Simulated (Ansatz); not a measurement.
Molecule: TeF3, net charge 1, singlet state. It need not be the lowest isomer of its formula. 
Structure (B3LYP-D3(BJ)/def2-TZVP (Ansatz, a first-principles code) minimum search):
SMILES: F[Te+](F)F
```xyz
4

Te    -0.0661     0.1122     0.2964
F     -1.1868    -1.0598    -0.5445
F      0.1075     1.2429    -1.1278
F      1.4612    -0.8315    -0.0404
```
Charge +1, spin multiplicity 1.

Basis-set convergence of Hartree-Fock and CCSD correlation energies (hartree) with Ansatz. Valence correlation only, unless marked. No spin-orbit coupling. The frozen core is the preceding noble-gas configuration, with the filled d and f shells of earlier blocks. Past Kr the def2 sets carry scalar-relativistic core potentials.

```csv
basis,functions,E(HF),"E(corr, CCSD)"
def2-SVPD,104,-564.73080,-0.71089
def2-TZVPPD,179,___,___
```

Q: Fill in the missing entries.

A: 
- def2-TZVPPD, E(HF): -565.14349
- def2-TZVPPD, E(corr, CCSD): -0.89720
